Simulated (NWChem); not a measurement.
Atomisation of 2-butanone (C4H8O)

```xyz
13

C      1.8339     0.5308    -0.2645
C      0.8523    -0.2872     0.5923
C     -0.5480    -0.2864    -0.0230
C     -1.4848     0.8296     0.4116
O     -0.8810    -1.1300    -0.8402
H      2.8523     0.5110     0.1721
H      1.5258     1.5937    -0.3453
H      1.8939     0.1165    -1.2908
H      1.1882    -1.3428     0.6397
H      0.8221     0.1180     1.6262
H     -0.9810     1.8180     0.3784
H     -1.7865     0.6665     1.4687
H     -2.3874     0.8384    -0.2261
```
Charge 0, spin multiplicity 1.

Everything below was run with NWChem. Structure: optimised with PBE/def2-SVP, a minimum by its harmonic frequencies. It is one conformer; others weren't searched.

Basis set: def2-SVP. The atomisation energy is electronic alone: no zero-point, thermal, spin-orbit or counterpoise terms. No value is extrapolated to the basis-set limit. Free atoms are single determinants with multiplicities C 3, O 3, H 2. Correlated methods freeze the same cores in atoms and molecule, 5 orbitals in all.

| method | atomisation energy (kcal/mol) | relative cost |
|---|---|---|
| PBE | 1309.2 | under 3 |
| PBE0 | 1287.2 | under 3 |
| r2SCAN | 1283.8 | 3 |
| LDA (SVWN5) | 1466.1 | under 3 |
| MP2 | 1235.4 | under 3 |
| HF | 957.4 | 1 |
| B3LYP | 1273.7 | under 3 |
| TPSS | 1284.6 | 3 |
| LC-wPBE (omega 0.3 per bohr) | 1295.4 | 10 |

The values span 508.7 kcal/mol, from HF (lowest) to LDA (SVWN5) (highest). The cost column gives rough processor time relative to HF; each entry includes its own SCF. Costs are the molecule's.

B3LYP has NWChem's definition, with VWN1-RPA local correlation. GW and range-separated runs recompute their integrals, the others keep them in memory, which bears on the times. No SCF solution was tested for a lower state. Open-shell Hartree-Fock references start from PBE0 orbitals; any time given for them includes that run.
